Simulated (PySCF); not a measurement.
**Magnetisability: SMILES c1(SC)cpcc(C)n1, C₆H₈NPS**

Cartesian coordinates in Å; atom numbers follow the order of the lines, from 1:
```xyz
17

C    -2.424    1.437   -0.365
S    -2.607   -0.365   -0.353
C    -0.952   -0.859    0.011
C    -0.702   -2.220    0.101
P     0.862   -2.864    0.449
C     1.745   -1.378    0.594
C     1.188   -0.118    0.442
C     2.055    1.097    0.591
N    -0.085    0.123    0.167
H    -1.708    1.712   -1.132
H    -2.075    1.762    0.610
H    -3.404    1.847   -0.584
H    -1.526   -2.903   -0.055
H     2.802   -1.445    0.819
H     1.463    1.994    0.439
H     2.497    1.121    1.586
H     2.864    1.072   -0.137
```

Method: GIAO B3LYP/pcSseg-1 magnetisability, rotational g tensor and spin-rotation constants, non-relativistic, gas phase (PySCF). Geometry: GFN2-xTB.

(1) How diamagnetic is it, and how anisotropic?

(2) Split it along the inertial axes a, b, c into diamagnetic and paramagnetic parts about the centre of mass, with the quadrupole moment.

(3) And the rotational g tensor?

Answers

(1) Isotropic -1581 × 10⁻³⁰ J/T², or -95.2 × 10⁻⁶ cm³/mol; principal values -2209, -1342, -1191 × 10⁻³⁰ J/T², anisotropy 952 × 10⁻³⁰ J/T² (root of half the summed squared differences of the principal values). The susceptibility is in cgs units.

(2) 
| axis | χ (10⁻⁶ cm³/mol) | diamagnetic (10⁻⁶ cm³/mol) | paramagnetic (10⁻⁶ cm³/mol) | summed x² of all electrons (Å²) | quadrupole Θ (D Å) |
| --- | --- | --- | --- | --- | --- |
| a | -74.9 | -798.3 | 723.4 | 304.1 | +3.46 |
| b | -77.7 | -1365.8 | 1288.1 | 170.3 | +1.39 |
| c | -133.0 | -2012.7 | 1879.7 | 17.8 | -4.85 |

Anisotropies 2χaa − χbb − χcc = +60.9 and 2χbb − χaa − χcc = +52.6 × 10⁻⁶ cm³/mol. Θ is traceless in Buckingham's convention.

(3) 
| axis | rotational constant (GHz) | g | nuclear part | electronic part |
| --- | --- | --- | --- | --- |
| a | 1.8206 | -0.0394 | 0.5793 | -0.6187 |
| b | 0.9329 | -0.0185 | 0.5461 | -0.5645 |
| c | 0.6216 | +0.0050 | 0.5539 | -0.5489 |

Asymmetric top; isotopes 12C, 1H, 14N, 31P, 32S; no vibrational averaging.
